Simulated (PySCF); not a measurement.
XPS shifts beside NMR shieldings

Compound: C3H10BNO2Si2.
SMILES with atom numbers: `[SiH3:1][N:2]([SiH3:3])[C:4]1=[O+:5][BH2-:6][O:7][CH:8]=[CH:9]1`

Binding energies: delta-SCF UKS SCAN, pcX-2 on the ionised atom, pcseg-1 elsewhere, spin-free X2C in PySCF. Shieldings: GIAO PBE0/pcSseg-1, non-relativistic, same geometry.

```json
{"atom": "C4", "C 1s (eV)": "294.12"}
{"atom": "C8", "C 1s (eV)": "292.79"}
{"atom": "C9", "C 1s (eV)": "290.52"}
```

Problem. What are the absolute isotropic shieldings of these atoms?

Solution. 
```csv
atom,environment,C 1s (eV),isotropic shielding (ppm)
C9,alkene CH carbon,290.52,92.8
C8,vinylic carbon bearing oxygen,292.79,2.3
C4,"carbon bonded to C, N and O",294.12,3.9
```

Problem. Among the listed atoms, is the one with the highest binding energy also the least shielded?

Solution. No. The highest binding energy is at C4 (294.12 eV, shielding 3.9 ppm), the lowest shielding at C8 (2.3 ppm, 292.79 eV).

By binding energy: C9 < C8 < C4. By shielding: C8 < C4 < C9.

The unrestricted hole states depart most from a pure doublet (⟨S²⟩ = 0.75; over 0.85 named) for C 1s of C8 (0.94), which makes this value less certain. Geometry: PBE0-D3(BJ)/def2-SVP, one conformer, isolated molecule.

Conformer computed: `[SiH3:1][N:2]([SiH3:3])[C:4]1=[O+:5][BH2-:6][O:7][CH:8]=[CH:9]1`: Si1–N2–C4–O5 -3°.
